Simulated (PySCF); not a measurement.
Run record: geometry optimisation, `N#C[C@H]([SiH3])[GeH3]`.

Computed with PBE0-D3(BJ)/def2-SVP geometry optimisation, gas phase (PySCF 2.14.0). Start geometry: GFN2-xTB. The command runs a driver script over a list of jobs; the input below is this job's line of settings and its coordinates in Å.

Command:
```bash
OMP_NUM_THREADS=1 python probes_run.py task.json out
```

Input:
```
{"job": {"xc": "PBE0", "basis": "def2-SVP", "d3": "d3bj", "grid": 1, "shake": 0.01, "kind": "geom"}, "charge": 0, "multiplicity": 1}
N      0.045480     2.767260    -0.466380
C      0.023280     1.732760    -0.026270
C      0.013680     0.410680     0.483900
Si     1.664340    -0.494490    -0.062390
Ge    -1.613320    -0.512860    -0.148340
H      0.004740     0.470380     1.582000
H      1.579480    -1.837710     0.532810
H      2.791060     0.259770     0.450410
H      1.652760    -0.561830    -1.499240
H     -1.655890    -1.892250     0.443700
H     -1.639490    -0.603650    -1.619170
H     -2.826450     0.233660     0.319950
```

Output:
```
step   0  E = -2500.64239941  max force = 0.091377
step   1  E = -2500.65134507  max force = 0.007743
step   2  E = -2500.65191389  max force = 0.002140
step   3  E = -2500.65195528  max force = 0.000577
step   4  E = -2500.65196079  max force = 0.000347
optimisation converged
```

Energies in Eh; «max force» is the largest Cartesian gradient component in Eh/bohr.

Problem. How much energy does the optimisation release, in kcal/mol?

Solution. E(step 0) − E(last step) = 0.009561 Eh, which is 6.0 kcal/mol.

Problem. Give the first gradient maximum in eV/Å.

Solution. With 1 Eh/bohr = 51.422 eV/Å, 4.699 eV/Å.

Summary of the converged run: final energy -2500.65196 Eh after 4 steps; dipole 3.83 D.

Problem. Give the final coordinates.

Solution. 0.054 Å rms from the input after alignment:
```
atom  x, y, z in Å
N1     0.1543    2.5791   -0.4118
C2     0.1226    1.5058    0.0275
C3     0.0814    0.1528    0.5262
Si4    1.5872   -0.8498   -0.0767
Ge5   -1.6367   -0.7118    0.0176
H6     0.1131    0.1731    1.6293
H7     1.4891   -2.2163    0.5169
H8     2.8494   -0.1924    0.3670
H9     1.5495   -0.9417   -1.5640
H10   -1.6484   -2.1157    0.6444
H11   -1.6984   -0.8057   -1.5130
H12   -2.7935    0.1376    0.5615
```

Problem. Estimate the wall time. Hardware: Arm Neoverse V2, one thread, no GPU, shared host with 192 logical CPUs at a one-minute load of 28. And the peak memory of the process?

Solution. About 31 s, with 0.49 GiB resident at the peak, the Python interpreter and its libraries included.
Labels such as C1 count atoms from 1, the log's own numbers from 0.
